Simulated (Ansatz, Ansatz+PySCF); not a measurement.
| atom | x (Å) | y (Å) | z (Å) |
| --- | --- | --- | --- |
| S | 0.0000 | 0.0000 | 0.0000 |
| F | 0.0000 | 0.0000 | 1.5210 |

Basis set: def2-SVP (spherical functions). Correlated methods keep 6 orbitals frozen. Correlation on ROHF uses semicanonical orbitals with singles. Charge 0, multiplicity 2.

Computed with Ansatz (development build ahead of 0.2.0); each method stands on the lowest determinant of its kind that the runs found.

The atomization energy at this shape (free ground-state atoms in the same class of orbitals less the molecule, no zero-point energy) of doublet SF:

| method | atomization energy |
| --- | --- |
| ROHF-CCSD(T) | 60.89 kcal/mol |
| ROHF | 26.02 kcal/mol |
| UHF | 24.22 kcal/mol |

(1) What does ROHF-MP2 give?

Results:

(1) 65.91 kcal/mol. Caution: the shape is not the minimum.
